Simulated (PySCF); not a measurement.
C₅H₇Br.
Numbering: `[Br:1]/[CH:2]=[CH:3]/[CH:4]1[CH2:5][CH2:6]1` (hydrogens: H7 on C2; H8 on C3; H9 on C4; H10, H11 on C5; H12, H13 on C6)

Vertical excitations from PySCF (density fitting, frozen core in the response, grid level 2 and gas phase unless stated; continuum runs use non-equilibrium linear response for the excitations) on a GFN2-xTB geometry. Reference run:

| settings | S1, eV (f) | S2, eV (f) | S3, eV (f) | S4, eV (f) | S5, eV (f) | S6, eV (f) | T1, eV (Tamm–Dancoff) | mean α (au) |
| --- | --- | --- | --- | --- | --- | --- | --- | --- |
| PBE0/def2-SVPD, full TDDFT, 6 singlets | 5.34 (0.001) | 5.80 (0.351) | 6.44 (0.001) | 6.58 (0.000) | 6.63 (0.001) | 6.71 (0.000) | 3.79 | 81.3 |

**Question.** What do these settings give: (1) PBE0/aug-cc-pVDZ, grid level 4, energy threshold 1e-11 Eh, full TDDFT, 25 singlets; (2) OPBE/cc-pVDZ, full TDDFT, 6 singlets?

**Answer.** 
```
                                                                          settings    S1, eV (f)    S2, eV (f)    S3, eV (f)    S4, eV (f)    S5, eV (f)    S6, eV (f)  T1, eV (Tamm–Dancoff)  mean α (au)
PBE0/aug-cc-pVDZ, grid level 4, energy threshold 1e-11 Eh, full TDDFT, 25 singlets  5.26 (0.002)  5.71 (0.330)  5.94 (0.000)  5.97 (0.000)  6.32 (0.009)  6.42 (0.005)                   3.78         82.1
                                              OPBE/cc-pVDZ, full TDDFT, 6 singlets  5.30 (0.000)  5.64 (0.314)  5.84 (0.000)  6.63 (0.003)  6.65 (0.001)  6.66 (0.000)                   3.87         68.8
```

(1) S1 moves by -0.08 eV. (2) S1 moves by -0.04 eV; functional and basis change together, so the shift can't be laid on one. States are counted by energy in each run and needn't keep their character from row to row.

**Question.** Which orbital pairs make up S1 in each run, and how does it sit against the orbital gap?

**Answer.** 
```tsv
settings	S1 configurations (weight)	S1 (eV)	orbital gap (eV)	S1 − gap (eV)
PBE0/def2-SVPD, full TDDFT, 6 singlets	H→L+1 0.97	5.34	6.45	-1.11
PBE0/aug-cc-pVDZ, grid level 4, energy threshold 1e-11 Eh, full TDDFT, 25 singlets	H→L+1 0.73, H→L+3 0.23	5.26	6.38	-1.12
OPBE/cc-pVDZ, full TDDFT, 6 singlets	H→L+1 0.99	5.30	4.60	+0.70
```

 The PBE0/def2-SVPD calculation is non-relativistic and has no spin–orbit coupling, an omission that weighs most on bromine.

The values belong to the conformer `[Br:1]/[CH:2]=[CH:3]/[CH:4]1[CH2:5][CH2:6]1`: C2–C3–C4–C5 35°.
